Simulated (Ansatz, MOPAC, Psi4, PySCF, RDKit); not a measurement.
Pair of molecules: ethylamine (SMILES CCN) (first 10 atoms) with NH3 (SMILES N); geometry from B3LYP-D3(BJ)/def2-TZVP, rigid monomers moved along the line of their centres of mass till N3···H14 is 3.05 Å.
(charge 0, multiplicity 1):
```xyz
14

C      1.341     0.268     0.357
C     -0.112     0.677     0.176
N     -1.009    -0.373     0.679
H      2.009     1.048    -0.013
H      1.559     0.094     1.411
H      1.560    -0.647    -0.201
H     -0.298     0.924    -0.879
H     -0.309     1.582     0.755
H     -1.980    -0.117     0.537
H     -0.855    -1.239     0.174
N     -0.007    -0.278     4.573
H      0.265    -1.170     4.971
H     -0.696     0.126     5.196
H     -0.465    -0.466     3.681
```

```
level                           interaction energy (kcal/mol)
------------------------------  -----------------------------
MMFF94                                                  -1.34
PM3                                                     -0.31
PM6                                                     -1.36
HF/STO-3G (no counterpoise)                             -1.03
HF/3-21G (no counterpoise)                              -2.97
HF/6-31G* (no counterpoise)                             -2.27
PBE-D3(BJ)/def2-TZVPPD                                  -2.47
PBE-D4/def2-TZVPPD                                      -2.45
r2SCAN/def2-TZVPPD                                      -1.89
B3LYP/3-21G (no counterpoise)                           -3.47
B3LYP/6-31G* (no counterpoise)                          -2.71
B3LYP/def2-TZVPPD                                       -1.48
B3LYP-D3(BJ)/def2-TZVPPD                                -2.18
PBE0/def2-TZVPPD                                        -1.85
PBE0-D4/def2-TZVPPD                                     -2.33
wB97M-V/def2-TZVPPD                                     -2.17
MP2/6-31G*                                              -1.89
SCS-MP2/aug-cc-pVDZ                                     -1.94
CCSD(T)/aug-cc-pVDZ                                     -2.12
SAPT0/jun-cc-pV(D+d)Z                                   -2.06
```

The rows run from -3.47 (B3LYP/3-21G (no counterpoise)) to -0.31 kcal/mol (PM3). The dispersion term adds -0.70 in B3LYP-D3(BJ), -0.48 in PBE0-D4. The 4 functionals in def2-TZVPPD without D3 or D4 span 0.69, from wB97M-V to B3LYP.

Counterpoise-corrected where a basis set is named; no monomer relaxation. Rows marked so take none.

Cores are frozen in the correlated methods. Rows in 3-21G, 6-31G*, STO-3G carry no dispersion term and start afresh at each structure (6-31G* with six Cartesian d functions). MP2/6-31G* freezes PySCF's default core. The state that PM3, PM6 reach isn't checked.

The values were computed with Ansatz (an electronic-structure program); MOPAC for PM3, PM6 (differences of heats of formation); Psi4 for SAPT; PySCF for 3-21G rows, 6-31G* rows, STO-3G rows, the dispersion terms; RDKit for the force fields. Each number belongs to the level named beside it.
